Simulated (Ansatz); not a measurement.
Program: Ansatz. Geometries: PBE0-D4/def2-TZVP. ΔE: electronic, gas phase. CBS: MP2 limit from def2 TZ/QZ plus the TZ coupled-cluster correction, frozen cores. For Ge outer-core shells are correlated without core-valence functions, which leaves a few kJ/mol of doubt a bond. Scalar relativity is left out up to krypton. One conformer a species, not always the lowest.

Reaction (redistribution): `[SiH3][SiH2][O][GeH3]` + `C[SiH2]BCl` → `[SiH3][SiH2]BCl` + `C[SiH2][O][GeH3]`

```csv
species,HF/def2-TZVPP energy (Eh)
`[SiH3][SiH2][O][GeH3]`,-2732.86372
`C[SiH2]BCl`,-814.55220
`[SiH3][SiH2]BCl`,-1065.59771
`C[SiH2][O][GeH3]`,-2481.82646
```

(1) Work out ΔE.

Largest T1 diagnostic among the species: 0.014.

Results:

(1) ΔE = (-1065.59771) + (-2481.82646) − (-2732.86372) − (-814.55220) = -0.00825 Eh = -5.2 kcal/mol. CCSD(T)/CBS gives -5.4 kcal/mol.

Leaving LDA and LC-ωPBE aside and taking each functional with its dispersion term where it has one, the values, not all of them listed here, spread over 1.1 kcal/mol, from B97M-V to BLYP-D4.
